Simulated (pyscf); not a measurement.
# HO–Y(OH)–OH, singlet

Gas-phase minimum from PySCF at ωB97X-D3(BJ)/def2-SVP, one conformer. 

SMILES: [OH][Y]([OH])[OH]
```xyz
7

O      0.2238    -0.4752     1.6025
Y     -0.7313    -0.1492    -0.1635
O      0.0592    -0.8741    -1.8915
O     -2.4666     0.9116    -0.2068
H      0.6789    -0.6212     2.4304
H      0.4290    -1.2068    -2.7079
H     -3.2806     1.4129    -0.2159
```
Charge 0, spin multiplicity 1.

Bonds (Å): O1–Y2 2.034, O1–H5 0.956, Y2–O3 2.034, Y2–O4 2.034, O3–H6 0.956, O4–H7 0.956. Bond angles (°): Y2–O1–H5 179.4, O1–Y2–O3 119.9, O1–Y2–O4 120.2, O3–Y2–O4 120.0, Y2–O3–H6 179.4, Y2–O4–H7 179.3.

Properties at ωB97X-D3(BJ)/def2-SVP:

```
Item                                                                                                                                                                                             Result
---------------------------------------------------------------------------------------------------------------------  --------------------------------------------------------------------------------
Harmonic wavenumbers, unscaled                                                                                         74, 139, 139, 276, 336, 337, 465, 465, 482, 631, 643, 644, 4027, 4027, 4028 cm⁻¹
Zero-point energy                                                                                                                                                                         23.9 kcal/mol
Rotational symmetry number                                                                                                                                                                            3
Entropy of this conformer at 298 K and 1 atm, rigid rotor and harmonic oscillator, modes under 100 cm⁻¹ raised to 100                                                                   340.5 J/(mol K)
Dipole moment                                                                                                                                                                                    0.02 D
```

Single-point totals, which compare only within one level (frozen core for MP2 and CC):

| level | total energy (hartree) |
|---|---|
| ωB97X-D3(BJ)/def2-TZVP | -266.16289 |
| PBE/def2-TZVP | -265.86432 |
| r²SCAN/def2-TZVP | -266.00556 |
| B3LYP-D3(BJ)/def2-TZVP | -266.12464 |
| PBE0-D3(BJ)/def2-TZVP | -265.84611 |
| M06-2X/def2-TZVP | -265.92630 |
| ωB97M-D3(BJ)/def2-TZVP | -266.11391 |
| HF/def2-TZVPP | -264.53222 |
| MP2/def2-TZVPP | -265.53021 |
| CCSD/def2-TZVPP | -265.53236 |
| CCSD(T)/def2-TZVPP | -265.56761 |

Soft torsions are taken as harmonic, which can shift the entropy by several J/(mol K). The CCSD(T) − MP2 part came from Ansatz, without density fitting, on the same reference. The frozen core leaves the outer d or s,p core shells of the metals and heavy elements correlated in the MP2 and CC values, and def2-TZVPP describes them poorly, so these totals are far from the basis limit. Elements past Kr carry the def2 core potentials, without spin-orbit coupling.
